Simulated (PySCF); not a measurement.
# Electron correlation in Cu (copper, neutral)

[Ar] 3d10 4d1, 2D determinant (an excited configuration). Computed with PySCF 2.14 in x2c-TZVPPall with one added diffuse shell each of s, p, d, f type (7s6p5d3f1g, 80 functions), with the spin-free X2C one-electron Hamiltonian (Gaussian nucleus). Frozen: [Ar]; 11 electrons correlated.

```
  level  correlation energy (mhartree)
   CCSD                        -399.50
    (T)                         -15.54
CCSD(T)                        -415.04
```

Diagnostics: T1 = 0.014, D1 = 0.0220, largest double amplitude 0.028.

**Question.** Is a single reference adequate?

**Answer.** Yes: T1 lies below 0.03 and no double amplitude reaches 0.07.
